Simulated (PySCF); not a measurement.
SMILES FC=C=C=C=C(F)[SiH3], C5H4F2Si

Molfile (atoms numbered from 1):
```
C5H4F2Si
     RDKit          3D

 12 11  0  0  0  0  0  0  0  0999 V2000
    4.4062    0.7151   -0.1065 F   0  0  0  0  0  0  0  0  0  0  0  0
    3.5398   -0.0836    0.5497 C   0  0  0  0  0  0  0  0  0  0  0  0
    2.2920   -0.2147    0.1880 C   0  0  0  0  0  0  0  0  0  0  0  0
    1.0825   -0.3386   -0.1764 C   0  0  0  0  0  0  0  0  0  0  0  0
   -0.1213   -0.5051   -0.5445 C   0  0  0  0  0  0  0  0  0  0  0  0
   -1.3929   -0.5576   -0.8440 C   0  0  0  0  0  0  0  0  0  0  0  0
   -1.8497   -1.4918   -1.7187 F   0  0  0  0  0  0  0  0  0  0  0  0
   -2.7588    0.5812   -0.1668 Si  0  0  0  0  0  4  0  0  0  0  0  0
    4.0032   -0.5855    1.3882 H   0  0  0  0  0  0  0  0  0  0  0  0
   -2.1028    1.5187    0.7388 H   0  0  0  0  0  0  0  0  0  0  0  0
   -3.7262   -0.2781    0.5156 H   0  0  0  0  0  0  0  0  0  0  0  0
   -3.3708    1.2396   -1.3199 H   0  0  0  0  0  0  0  0  0  0  0  0
  1  2  1  0
  2  3  2  0
  3  4  2  0
  4  5  2  0
  5  6  2  0
  6  7  1  0
  6  8  1  0
  2  9  1  0
  8 10  1  0
  8 11  1  0
  8 12  1  0
M  END
```

The calculation used TDDFT CAM-B3LYP/def2-SVPD circular dichroism and optical rotation, one conformer, gas phase (PySCF). Geometry: GFN2-xTB.

No stereocentre is labelled: unless the shape is locked (an allene, a helicene, a hindered biaryl), the mirror image is equally populated and a measured rotation or CD is zero.

(1) What is the specific rotation at 633, 589.3, 546, 436, 405 nm?

Results:

(1) [α] in deg dm⁻¹ (g/mL)⁻¹:
| λ (nm) | origin-invariant length gauge | modified velocity gauge | length gauge (centre of mass) | isotropic polarisability (au) |
| --- | --- | --- | --- | --- |
| 633 | -78.6 | -48.1 | -79.6 | 120.7 |
| 589.3 | -93.8 | -56.0 | -95.0 | 122.0 |
| 546 | -114.2 | -65.8 | -115.6 | 123.7 |
| 436 | -217.9 | -97.3 | -220.5 | 131.2 |
| 405 | -279.2 | -95.3 | -283.2 | 135.1 |

The shortest wavelength is close to the first absorption, where this undamped response comes out too large.

**Question.** And for the mirror image at 589.3 nm?

**Answer.** +93.8 deg dm⁻¹ (g/mL)⁻¹ (origin-invariant length gauge): the same size and the opposite sign.

**Question.** What is the molar rotation [Φ] = [α]·M/100 of the geometry above at 589.3 nm?

**Answer.** With M = 130.17 g/mol, -122.1 deg cm² dmol⁻¹ (origin-invariant length gauge).

The first excitation lies at 3.59 eV (345 nm) with R = +0.4 × 10⁻⁴⁰ esu² cm² (velocity form).
